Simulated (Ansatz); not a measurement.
Computed with Ansatz on PBE0-D4/def2-TZVP structures; ΔE is electronic, products minus reactants. CCSD(T)/CBS is the MP2 limit (def2-TZVPP, def2-QZVPP) plus CCSD(T) − MP2 in def2-TZVPP, frozen cores. This one scheme is used for every species. DFT in def2-TZVPP. B3LYP here is the variant with VWN-RPA as its local correlation; programs differ in this. Each species was taken in one conformer, which may not be the lowest.

`CC(C)=CBF` + H–F → `FBF` + `C=C(C)C`  (ligand exchange at a B–C bond)

Is it downhill or uphill in electronic energy at CCSD(T)/CBS, and by how much? (An estimate is asked.)

Ansatz gave: Downhill: ΔE = -30.6 kcal/mol.

What do these levels give: PBE0-D4, B3LYP-D4, r2SCAN, B3LYP, CCSD(T)/def2-TZVPP, MP2/def2-QZVPP? (Best estimate.)

Ansatz gave: PBE0-D4 -29.7, B3LYP-D4 -31.5, r2SCAN -31.7, B3LYP -33.0, CCSD(T)/def2-TZVPP -31.7, MP2/def2-QZVPP -30.5 kcal/mol.

Largest T1 diagnostic among the species: 0.013.

The D4 term adds +1.5 kcal/mol with B3LYP and +0.9 kcal/mol with PBE0; it sums over pairs of atoms, weighted by their polarisabilities, and B3LYP, whose exchange is more repulsive, gets the larger term. In def2-TZVPP, CCSD(T) changes the Hartree–Fock value by +4.6 kcal/mol (the triples alone add +0.7 kcal/mol) and MP2 by +5.2 kcal/mol.
